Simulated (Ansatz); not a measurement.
Basis-set extrapolation for ClH$_{5}$SSi$_{2}$ (`[SiH3]S[SiH2]Cl`) (PBE0-D4/def2-TZVP geometry, frozen core, Ansatz). Multiplicity 1, RHF reference.

```csv
,def2-TZVPP,def2-QZVPP
HF,-1437.960335,-1438.002506
MP2 correlation,-0.615985,-0.671400
CCSD(T) correlation,-0.709208,not run
```

Energies in hartree. Use E(X) = E(∞) + A·exp(−7.88·√X) for Hartree–Fock and E(X) = E(∞) + B·X^(−2.97) for correlation, with X = 3 and 4, and add CCSD(T) minus MP2 of the smaller set to the MP2 limit.

Question: What is the CCSD(T) energy at the basis-set limit?

Answer: HF limit: -1438.002506 + (-0.042171) × 0.13774 = -1438.00831. MP2 limit: -0.671400 + (-0.055415) × 0.74074 = -0.71245. Higher-order term: -0.709208 − (-0.615985) = -0.09322. Total: -1438.81398 hartree, 379.2 kJ/mol below CCSD(T)/def2-TZVPP.
